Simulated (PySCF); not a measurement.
Constitutional and geometric isomers with formula CH4S2. Gas-phase values, no solvent. One relaxed conformer stands for each flexible species; it need not be the lowest. Strings in code marks are SMILES.

Quantity: electronic energy of isomers of CH4S2 relative to `CSS` (C–S–S–H torsion 87°), in kcal/mol.

Level 1: M06-2X/def2-TZVP // B3LYP-D3(BJ)/def2-TZVP (PySCF)
Level 2: PBE-D3(BJ)/def2-TZVP // B3LYP-D3(BJ)/def2-TZVP (PySCF)
Level 3: B3LYP/6-311+G** // B3LYP-D3(BJ)/def2-TZVP (PySCF)
Level 4: B3LYP/6-31G* // B3LYP-D3(BJ)/def2-TZVP (PySCF)

```tsv
species	level 2	level 3	level 4
`SCS` (H–S–C–S torsion 56°, S–C–S–H torsion 56°)	7.56	3.25	5.86
```

Problem. What does level 1 give for each?

Solution. 
- `SCS` (H–S–C–S torsion 56°, S–C–S–H torsion 56°): 6.77
